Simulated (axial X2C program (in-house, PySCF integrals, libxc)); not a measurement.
## Low determinants of TeF at the PBE0 level, with spin–orbit coupling

All values were computed with an in-house all-electron X2C program for linear molecules (integrals from PySCF). Two-component (2c) means X2C with spin–orbit coupling and atomic mean-field two-electron Coulomb and Gaunt terms. Basis: Te dyall-cv3z [11s12p8d4f1g], F dyall-av3z [7s6p3d2f] (cores contracted in-house); Gaussian nuclei, density fitting, unrestricted open shells. Masses: Te 129.906 u, F 18.998 u.

Search at 1.917 Å (vertical energies from the lowest determinant):

| ΔE (eV) | state | electrons beyond evenly filled partner blocks | electrons in ±ω = 1/2, 3/2, 5/2, 7/2 |
| --- | --- | --- | --- |
| 0.00 | Ω = 3/2 | ω = 3/2 | 40 17 4 0 |
| 0.54 | Ω = 1/2 | ω = 1/2 | 39 18 4 0 |
| 2.40 | Ω = 1/2 | 2 × ω = -1/2, ω = 3/2 | 40 17 4 0 |
| 2.44 | Ω = 1/2 | ω = 1/2 | 41 16 4 0 |
| 2.95 | Ω = 5/2 | 2 × ω = 1/2, ω = 3/2 | 40 17 4 0 |

Lowest determinant, Ω = 3/2 (⟨Sz⟩ = 0.51, ⟨Lz⟩ = 0.99 at PBE0): Re = 1.913 Å, ωe = 614.8 cm⁻¹.

The determinant in row 2 of the search, Ω = 1/2 (⟨Sz⟩ = -0.49, ⟨Lz⟩ = 0.99 at PBE0), was followed along the bond at PBE0; measured from the minimum of the lowest determinant it gives:

Te = 0.537 eV (4328 cm⁻¹), Re = 1.906 Å, ωe = 626.6 cm⁻¹.

(1) Compare the bond of the determinant in row 2 with that of the lowest one.

The search compares states at one distance, so a state with another bond length can lie lower; it is not exhaustive and yields mostly the lowest determinant of each block pattern, so other components and higher states of one pattern are missing. These are energies of single determinants, not of spin-adapted states; PBE0 term energies can be off by some tenths of an eV, and the functional has no current term.

## Answers

(1) At PBE0 its Re is 0.007 Å shorter and its force constant, which goes as ωe², is 1.04 times that of the lowest determinant. T0 ≈ Te + Δωe/2 = 4328 + (6) = 4334 cm⁻¹.
